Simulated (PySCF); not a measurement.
One of the candidates below gave these computed data.

All candidates are C3H15NO2Si3.

| technique | computed result |
| --- | --- |
| Dipole | 0.74 D [PBE0/pcSseg-1] |
| 13C NMR | chemical shifts (computed TMS as zero) by class: 33.0 (1 C), 11.8 (1 C), 10.5 (1 C) ppm [GIAO PBE0/pcSseg-1] |
| 1H NMR | chemical shifts (computed TMS as zero) by class: 5.04 (1 H), 3.26 (3 H), 2.73 (3 H), 2.22 (1 H), 2.21 (1 H), 1.12 (1 H), 1.09 (3 H), 0.28 (1 H), -0.05 (1 H) ppm [GIAO PBE0/pcSseg-1] |
| NMR, other nuclei | isotropic shieldings of nuclei other than C and H, by class: 259 (1 N), 254 (1 O), 257 (1 O), 335 (1 Si), 371 (1 Si), 472 (1 Si) ppm [GIAO PBE0/pcSseg-1] |
| Rotational structure | rotational constants A, B, C: 1.148, 0.620, 0.575 GHz [GFN2-xTB] |

Electronic properties: PySCF, gas phase, density fitting. Levels stand in brackets. One conformer (not necessarily the lowest) at the GFN2-xTB geometry, without solvent, vibrations or thermal averaging. Each NMR value is the plain mean over a class of atoms that symmetry, rotation or inversion makes alike.

Question: Which candidate is it?
A. `C[C@@H](O[SiH3])[Si@@](C)(O)[SiH2]N`
B. `CO[Si@@H](C)[Si@](C)(O)[SiH2]N`
C. `CC[Si@H](NC)[Si](O)(O)[SiH3]`

Answer: C. It is `CC[Si@H](NC)[Si](O)(O)[SiH3]`. Numbering: `[CH3:1][CH2:2][Si@H:3]([NH:4][CH3:5])[Si:6]([OH:7])([OH:8])[SiH3:9]`. Its formula, C3H15NO2Si3, gives 0 degrees of unsaturation, so no ring and no π bond. 3 carbons fall into 3 classes; from least to most shielded: N-methyl carbon [C5] (33.0 ppm), sp3 carbon bound to silicon [C2] (11.8 ppm), methyl carbon [C1] (10.5 ppm). Hydrogen classes from least to most shielded: 1 H on an SiH silicon, Si3 (5.04 ppm), 3 H on an SiH3 silicon, Si9 (3.26 ppm), 3 H on an N-methyl carbon, C5 (2.73 ppm, a mean of values up to 0.5 ppm apart in this geometry), 1 H on a silanol oxygen, O7 (2.22 ppm), 1 H on a silanol oxygen, O8 (2.21 ppm), 1 H on an sp3 carbon bound to silicon, C2 (1.12 ppm), 3 H on a methyl carbon, C1 (1.09 ppm), 1 H on an sp3 carbon bound to silicon, C2 (0.28 ppm), 1 H on a silicon-bound nitrogen, N4 (-0.05 ppm). The other shieldings belong to: 259 ppm, silicon-bound nitrogen [N4]; 254 ppm, silanol oxygen [O8]; 257 ppm, silanol oxygen [O7]; 335 ppm, oxygen-bound silicon [Si6]; 371 ppm, SiH silicon [Si3]; 472 ppm, SiH3 silicon [Si9]. The optimised geometry has point group C1 and is an asymmetric top.

The others, at the same levels:
- `CO[Si@@H](C)[Si@](C)(O)[SiH2]N` fails: its computed 13C shifts are 53.5 (1 C), 1.9 (1 C), -1.7 (1 C) ppm, 1H shifts are 5.65 (1 H), 5.10 (1 H), 5.05 (1 H), 3.56 (3 H), 0.50 (1 H), 0.33 (2 H), 0.31 (3 H), 0.29 (3 H) ppm and rotational constant A is 1.055 GHz (against 1.148 GHz).
- `C[C@@H](O[SiH3])[Si@@](C)(O)[SiH2]N` fails: its computed 13C shifts are 69.1 (1 C), 21.0 (1 C), 1.1 (1 C) ppm, 1H shifts are 5.04 (1 H), 4.97 (3 H), 4.75 (1 H), 3.36 (1 H), 1.95 (1 H), 1.63 (3 H), 0.19 (3 H), -0.07 (2 H) ppm and rotational constant A is 1.652 GHz (against 1.148 GHz).
